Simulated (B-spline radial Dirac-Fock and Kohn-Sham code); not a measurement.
**K-line shifts caused by a second vacancy in Ce⁺**

System: Ce⁺ in the configuration 1s2 2s2 2p6 3s2 3p6 3d10 4s2 4p6 4d10 4f1 5s2 5p6 5d2, inside a Watson sphere of charge -1 and radius 2 Å (a model of the Madelung potential; inside it an electron's potential energy is raised by 7.2 eV).

Input file task.json (cfg lists n, l and occupation; rrms is the nuclear radius in fm):

```json
{"items": [{
  "Z": 58,
  "q": 1,
  "cfg": [[1, 0, 2], [2, 0, 2], [2, 1, 6], [3, 0, 2], [3, 1, 6], [3, 2, 10], [4, 0, 2], [4, 1, 6], [4, 2, 10], [4, 3, 1], [5, 0, 2], [5, 1, 6], [5, 2, 2]],
  "A": 140,
  "rrms": 4.8771,
  "watson": [-1, 2.0],
  "do": ["binding", "quiet", "double"]
}]}
```

Launch: `python xray_run.py task.json out`

Method: ΔSCF Dirac-Fock with Breit, self-energy and vacuum polarisation, finite nucleus, configuration average. Computed with a radial B-spline solver. Each two-hole energy is an average over J within one jj subconfiguration, not an observable level; in light atoms, where LS coupling holds, the j-resolved values are not observed lines, and for a K spectator the Kα1 hypersatellite is nearly forbidden. No correlation.

Lines without a spectator: Kα2 (K-L2) 34276.0 eV, Kα1 (K-L3) 34717.1 eV, Kβ3 (K-M2) 39164.8 eV, Kβ1 (K-M3) 39253.2 eV. Shifts in eV with one spectator hole (a dash: not computed, or left out as unreliable):

```
spectator hole     Kα2     Kα1     Kβ3     Kβ1
        K (1s)  +696.8  +727.5  +893.8  +900.6
    L2 (2p1/2)   +80.6  +103.7       –  +212.8
    L3 (2p3/2)   +73.0   +75.1  +179.7       –
    M2 (3p1/2)       –  +13.43  +29.02   +34.9
    M3 (3p3/2)   +8.96       –  +28.07  +27.72
    M4 (3d3/2)   +2.12   -1.03       –       –
    M5 (3d5/2)   -1.83   +0.72       –       –
```

With n spectator holes in 2p, averaged over the 2p shell (energies in eV):

```
n     KαLⁿ   step  hypersatellite KαʰLⁿ
0  34570.0      –               35287.3
1  34652.6  +82.6               35371.4
2  34736.5  +83.9               35457.0
3  34821.8  +85.3               35543.9
4  34908.4  +86.7               35632.2
5  34996.5  +88.0               35721.8
```
